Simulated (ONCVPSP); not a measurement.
indium: one change to an ONCV potential, before and after

indium (In), optimised norm-conserving Vanderbilt (ONCV), made with ONCVPSP 4.0.1 (LDA (Perdew-Wang 92), scalar-relativistic). Core [Ar] 3d10, reference 4s2 4p6 4d10 5s2 5p1. Waves: 4s+5s: rc 1.30 bohr, ncon 4, nbas 7, qcut 9.7 1/bohr, 2 projectors; 4p+5p: rc 1.20 bohr, ncon 3, nbas 7, qcut 13.7 1/bohr, 2 projectors; 4d: rc 1.60 bohr, ncon 4, nbas 9, qcut 10.1 1/bohr, 2 projectors, debl 1.7 Ha. Local part: polynomial inside 0.95 bohr (lpopt 5, dvloc0 0 Ha). Core correction: none.

Change: d: qcut 7.1.

Cutoffs: the cutoffs (Ha) at which the residual kinetic energy of the hardest occupied pseudo-wave falls to 1 and 0.1 mHa per electron; they do not see the model core or the augmentation charge, which bear on the density cutoff. Errors are all-electron minus pseudo energies relative to the spin-unpolarised reference configuration.

Task: How do hardness, ghosts and transferability respond?

Result: The potential gets harder (59 Ha and 70 Ha → 59 Ha and 113 Ha); of the 3 tests that both files solve, the error grows in 1 and shrinks in 0 by more than 15 % and 0.3 meV (median size 2.8 → 3.9 meV); neither file shows a bound ghost.

| quantity | base | changed |
| --- | --- | --- |
| cutoff, loose | 59 Ha | 59 Ha |
| cutoff, tight | 70 Ha | 113 Ha |
| loose cutoff by channel | s 35 Ha, p 59 Ha, d 35 Ha | s 35 Ha, p 59 Ha, d 30 Ha |
| bound ghosts | none | none |
| GHOST(+) flags under 300 eV | s at 264.7 eV | s at 264.7 eV |
| tests with a reliable result | 3 of 4 | 3 of 4 |
| error for 4s2 4p6 4d10 5s2 5p0, meV [ΔE 5.59 eV] | -1.0 | -1.0 |
| error for 4s2 4p6 4d10 5s1 5p0, meV [ΔE 25.24 eV] | -4.1 | -3.9 |
| error for 4s2 4p6 4d9 5s2 5p1, meV [ΔE 25.23 eV] | +2.8 | +27 |
| s: phases at 1.32 bohr within 0.05 rad from the reference energy up to (Ha; the scan ends near 5) | to the end of the scan | to the end of the scan |
| p: phases at 1.22 bohr within 0.05 rad from the reference energy up to (Ha; the scan ends near 5) | to the end of the scan | to the end of the scan |
| d: phases at 1.62 bohr within 0.05 rad from the reference energy up to (Ha; the scan ends near 5) | to the end of the scan | to the end of the scan |
